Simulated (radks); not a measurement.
Species: Dy III. Configuration: [Xe] 4f10.

Calculated with a radial shooting solver on a logarithmic mesh with Libxc functionals: Dirac Kohn-Sham, LDA (Slater exchange, VWN5 correlation), spin-unpolarised, spherical densities, point nucleus; open shells are shared between the two j in proportion to 2j + 1.

Energy parts (eV):
| part | energy |
|---|---|
| total | -330881.37 |
| kinetic | 362925.86 |
| electron-nucleus | -815261.93 |
| Hartree | 128425.74 |
| exchange-correlation | -6971.05 |

Orbitals (lengths in bohr, moments of r in powers of bohr):
| orbital | occ. | eigenvalue (eV) | <1/r> |
|---|---|---|---|
| 1s1/2 | 2 | -53567.54 | 74.53 |
| 2s1/2 | 2 | -8928.299 | 17.85 |
| 2p1/2 | 2 | -8494.731 | 17.83 |
| 2p3/2 | 4 | -7695.395 | 15.61 |
| 3s1/2 | 2 | -1997.595 | 6.518 |
| 3p1/2 | 2 | -1808.148 | 6.437 |
| 3p3/2 | 4 | -1642.211 | 5.872 |
| 3d3/2 | 4 | -1315.593 | 5.756 |
| 3d5/2 | 6 | -1279.324 | 5.617 |
| 4s1/2 | 2 | -405.7736 | 2.729 |
| 4p1/2 | 2 | -331.0858 | 2.622 |
| 4p3/2 | 4 | -293.8225 | 2.426 |
| 4d3/2 | 4 | -170.6630 | 2.205 |
| 4d5/2 | 6 | -163.9183 | 2.157 |
| 4f5/2 | 4.28571 | -17.8659 | 1.573 |
| 4f7/2 | 5.71429 | -16.9820 | 1.548 |
| 5s1/2 | 2 | -63.1987 | 1.027 |
| 5p1/2 | 2 | -43.0021 | 0.9010 |
| 5p3/2 | 4 | -38.2177 | 0.8319 |

The highest occupied level is 4f7/2 at -16.982 eV. Summed over all electrons, <r^2> = 38.29 bohr^2, which gives a Langevin (diamagnetic) susceptibility term of -30.3 x 10^-6 cm^3/mol. The density falls to 0.001 e/bohr^3 at r = 3.40 bohr.
